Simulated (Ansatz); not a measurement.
## A relaxation, step by step

H₄TeSe (SMILES [SeH2].[TeH2]), singlet, PBE0-D4/def2-TZVP (Ansatz 0.2.0). Settings:

```yaml
hamiltonian: {xc: pbe0, dispersion: d4}
relax: {f_tol: 0.005, max_steps: 200}
```

Start (the SMILES describes the start alone):

| atom | x (Å) | y (Å) | z (Å) |
| --- | --- | --- | --- |
| Se1 | -0.3681 | -0.3635 | -2.4096 |
| H2 | -0.5316 | -0.1023 | -0.9456 |
| H3 | 0.6425 | 0.7183 | -2.5073 |
| Te4 | -0.5960 | 0.3240 | 1.9406 |
| H5 | 1.0308 | 0.7149 | 1.7859 |
| H6 | -0.1778 | -1.2914 | 2.1359 |

```json
{"step": "1", "energy less the last (meV)": "21.1", "largest force component (eV/Å)": "0.508"}
{"step": "4", "energy less the last (meV)": "2.3", "largest force component (eV/Å)": "0.011"}
{"step": "7", "energy less the last (meV)": "2.1", "largest force component (eV/Å)": "0.025"}
{"step": "10", "energy less the last (meV)": "2.0", "largest force component (eV/Å)": "0.005"}
{"step": "13", "energy less the last (meV)": "2.0", "largest force component (eV/Å)": "0.018"}
{"step": "16", "energy less the last (meV)": "1.9", "largest force component (eV/Å)": "0.036"}
{"step": "19", "energy less the last (meV)": "1.7", "largest force component (eV/Å)": "0.018"}
{"step": "22", "energy less the last (meV)": "1.5", "largest force component (eV/Å)": "0.038"}
{"step": "25", "energy less the last (meV)": "1.4", "largest force component (eV/Å)": "0.092"}
{"step": "28", "energy less the last (meV)": "1.0", "largest force component (eV/Å)": "0.027"}
{"step": "31", "energy less the last (meV)": "0.8", "largest force component (eV/Å)": "0.036"}
{"step": "34", "energy less the last (meV)": "0.7", "largest force component (eV/Å)": "0.004"}
{"step": "37", "energy less the last (meV)": "0.5", "largest force component (eV/Å)": "0.050"}
{"step": "40 (rejected trial)", "energy less the last (meV)": "0.5", "largest force component (eV/Å)": "0.073"}
{"step": "43", "energy less the last (meV)": "0.2", "largest force component (eV/Å)": "0.077"}
{"step": "46", "energy less the last (meV)": "0.0", "largest force component (eV/Å)": "0.007"}
{"step": "48", "energy less the last (meV)": "0.0", "largest force component (eV/Å)": "0.004"}
```

Step 13, positions (Å) and forces (eV/Å):

```tsv
atom	x	y	z	Fx	Fy	Fz
Se1	-0.407	-0.346	-2.403	0.018	0.018	-0.001
H2	-0.558	-0.044	-0.968	-0.001	-0.002	-0.001
H3	0.693	0.619	-2.523	-0.017	-0.016	0.000
Te4	-0.589	0.299	2.021	0.000	0.008	0.001
H5	0.991	0.762	1.844	-0.002	0.002	-0.001
H6	-0.130	-1.291	2.028	0.001	-0.009	0.001
```

Step 28, positions (Å) and forces (eV/Å):

| atom | x | y | z | Fx | Fy | Fz |
| --- | --- | --- | --- | --- | --- | --- |
| Se1 | -0.528 | -0.155 | -2.441 | 0.027 | 0.012 | 0.001 |
| H2 | -0.619 | 0.010 | -0.978 | 0.000 | 0.000 | -0.003 |
| H3 | 0.842 | 0.375 | -2.448 | -0.027 | -0.012 | 0.001 |
| Te4 | -0.616 | 0.218 | 2.018 | 0.008 | -0.005 | 0.000 |
| H5 | 0.899 | 0.862 | 1.838 | -0.007 | -0.005 | 0.001 |
| H6 | 0.021 | -1.310 | 2.012 | -0.001 | 0.009 | 0.000 |

Step 43, positions (Å) and forces (eV/Å):

```json
{"atom": "Se1", "x": "-0.573", "y": "0.032", "z": "-2.452", "Fx": "0.077", "Fy": "0.005", "Fz": "0.001"}
{"atom": "H2", "x": "-0.646", "y": "0.086", "z": "-0.981", "Fx": "-0.002", "Fy": "-0.001", "Fz": "0.002"}
{"atom": "H3", "x": "0.895", "y": "0.104", "z": "-2.415", "Fx": "-0.076", "Fy": "-0.005", "Fz": "-0.003"}
{"atom": "Te4", "x": "-0.637", "y": "0.138", "z": "2.021", "Fx": "0.007", "Fy": "0.000", "Fz": "-0.001"}
{"atom": "H5", "x": "0.799", "y": "0.951", "z": "1.876", "Fx": "-0.006", "Fy": "-0.007", "Fz": "0.001"}
{"atom": "H6", "x": "0.162", "y": "-1.311", "z": "1.951", "Fx": "0.000", "Fy": "0.007", "Fz": "0.000"}
```

Last step (48):

```tsv
atom	x (Å)	y (Å)	z (Å)
Se1	-0.5732	0.0517	-2.4537
H2	-0.6471	0.0920	-0.9819
H3	0.8929	0.0747	-2.4141
Te4	-0.6383	0.1302	2.0193
H5	0.7885	0.9599	1.8881
H6	0.1770	-1.3085	1.9422
```

The run took about 24 s on 4 CPU threads of an AMD EPYC 9R45 (shared host).
